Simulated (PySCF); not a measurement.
ClCrO$_{2}$ (SMILES [O]=[Cr+](=[O])[Cl]), charge +1, singlet, geometry from GFN2-xTB (such geometries of metal compounds can be far from the true shape) (the multiplicity is a formal guess). Base run: B3LYP/def2-SVP run with PySCF.

Input for PySCF:
```python
from pyscf import gto, scf, dft, solvent

mol = gto.Mole()
mol.atom = '''
    Cr    0.310475   -0.011522    0.390683
    O     1.504119   -0.669543   -0.340246
    O    -0.513975   -0.994946    1.253930
    Cl   -0.904267    0.799555   -0.981521
'''
mol.basis = 'def2-svp'
mol.charge = 1
mol.spin = 0
mol.verbose = 4
mol.build()

mf = dft.RKS(mol)
mf.xc = 'b3lyp'
mf.kernel()
```

Base: HOMO-LUMO gap (eV) 3.30.

A changed run: ΔE vs base (kJ/mol) -299.6; HOMO-LUMO gap (eV) 3.43.

Q: Which change was made?
(A) model = IEF-PCM; solvent = chloroform
(B) model = IEF-PCM; solvent = acetonitrile; vdw_scale = 1.1
(C) model = ddCOSMO; solvent = acetonitrile
(D) model = IEF-PCM; solvent = acetonitrile; r_probe = 0.5
(E) model = IEF-PCM; solvent = acetonitrile; vdw_scale = 1.4

A: B, model = IEF-PCM; solvent = acetonitrile; vdw_scale = 1.1

The base is the gas phase, so ΔE is the electrostatic part of solvation at a fixed geometry, without cavity and dispersion terms.
